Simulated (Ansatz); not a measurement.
The first iterations of a band of C$_{2}$H$_{3}$NSi (7 atoms, charge 0, multiplicity 1).

These are results of UKS revPBE-D4/def2-SVP (Ansatz), not measurements.

```yaml
movable_images: 5
climbing_image: yes
spring: 5.0 eV/Å²
optimiser: quadratic models (default)
start_path: through a guess of the saddle point
force_threshold: 0.05 eV/Å
iteration_limit: 60
end_points: relaxed
```

First end point:

```xyz
7
Properties=species:S:1:pos:R:3
Si -0.527 1.272 -0.603
C 0.058 -0.289 -0.023
C 0.914 -1.181 0.642
N 0.415 -1.682 -0.438
H -1.664 1.146 -1.574
H -0.790 2.211 0.539
H 1.594 -1.476 1.457
```

Last end point:

```xyz
7
Properties=species:S:1:pos:R:3
Si -0.588 1.060 -0.194
C 0.397 -0.236 0.448
C 0.699 -2.548 -0.621
N 0.558 -1.469 -0.122
H -1.361 0.926 -1.462
H -0.653 2.346 0.557
H 0.948 -0.079 1.393
```

| iteration | highest image above the first end (eV) | largest band force component (eV/Å) |
| --- | --- | --- |
| 1 | 61.375 | 300.059 |
| 2 | 19.103 | 107.561 |
| 3 | 8.951 | 64.015 |
| 4 | 2.850 | 25.811 |
| 5 | 1.909 | 13.136 |

**Question.** Does the band converge within its limit, and where does its top end?

**Answer.** It converged. It ended after 17 iterations with the highest image 1.826 eV above the first end. Neighbouring images differ by up to 1.5 eV, so the band resolves the path poorly. A vibrational analysis at the climbing image gives one clearly imaginary mode, 461i cm⁻¹: a first-order saddle point. The orbitals stay closed-shell, which can raise the energy where a bond breaks towards radicals; this wasn't checked here.

Run time: 2.4 min on 2 threads of Intel(R) Xeon(R) Platinum 8259CL CPU @ 2.50GHz (Skylake/Cascade Lake) (shared host), peak memory 0.19 GiB.
